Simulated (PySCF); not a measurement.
First hyperpolarisability: 3-pyridinecarboxaldehyde (O=Cc1cccnc1, C6H5NO)

Molfile (atoms numbered from 1):
```
C6H5NO
     RDKit          3D

 13 13  0  0  0  0  0  0  0  0999 V2000
   -2.5692    1.6671   -0.2635 O   0  0  0  0  0  0  0  0  0  0  0  0
   -2.2022    0.5232   -0.1698 C   0  0  0  0  0  0  0  0  0  0  0  0
   -0.7864    0.1101   -0.0673 C   0  0  0  0  0  0  0  0  0  0  0  0
    0.2394    1.0617   -0.0749 C   0  0  0  0  0  0  0  0  0  0  0  0
    1.5499    0.6189    0.0246 C   0  0  0  0  0  0  0  0  0  0  0  0
    1.7801   -0.7576    0.1277 C   0  0  0  0  0  0  0  0  0  0  0  0
    0.8135   -1.6720    0.1358 N   0  0  0  0  0  0  0  0  0  0  0  0
   -0.4393   -1.2403    0.0400 C   0  0  0  0  0  0  0  0  0  0  0  0
   -2.9372   -0.3215   -0.1544 H   0  0  0  0  0  0  0  0  0  0  0  0
   -0.0213    2.1198   -0.1585 H   0  0  0  0  0  0  0  0  0  0  0  0
    2.3888    1.3178    0.0236 H   0  0  0  0  0  0  0  0  0  0  0  0
    2.8060   -1.1354    0.2080 H   0  0  0  0  0  0  0  0  0  0  0  0
   -1.2267   -2.0053    0.0479 H   0  0  0  0  0  0  0  0  0  0  0  0
  1  2  2  0
  2  3  1  0
  3  4  1  0
  4  5  2  0
  5  6  1  0
  6  7  2  0
  7  8  1  0
  8  3  2  0
  2  9  1  0
  4 10  1  0
  5 11  1  0
  6 12  1  0
  8 13  1  0
M  END
```

Method: PySCF 2.14.0, quadratic response CAM-B3LYP/aug-cc-pVDZ first hyperpolarisability, Taylor convention, gas phase. Geometry: PBE0-D3(BJ)/def2-SVP.

Give β for the processes computed.

In au, Taylor convention; the vector part is βᵢ = ⅓ Σⱼ (βᵢⱼⱼ + βⱼᵢⱼ + βⱼⱼᵢ); β∥ is 3/5 of the vector part along the dipole, the dipole points from − to +:
```
                   process  λ (nm)  β vector norm     β∥  β HRS  depolarisation ratio
           static β(0;0,0)       ∞          168.1   98.1   85.8                  3.06
second harmonic β(−2ω;ω,ω)    1907          185.8  109.3   93.7                  3.13
         Pockels β(−ω;ω,0)    1907          173.7  101.7      –                     –
second harmonic β(−2ω;ω,ω)    1064          236.1  140.6  115.9                  3.32
         Pockels β(−ω;ω,0)    1064          187.2  110.2      –                     –
```

Which lowest excitations, dipole and polarisabilities go with it?

S1 3.79 eV (f = 0.000); S2 4.69 eV (f = 0.001); S3 5.15 eV (f = 0.003); dipole 1.68 D; isotropic α 79.9 au static, 80.2 au at 1907 nm, 81.0 au at 1064 nm, 81.3 au at 953.5 nm, 84.7 au at 532 nm.
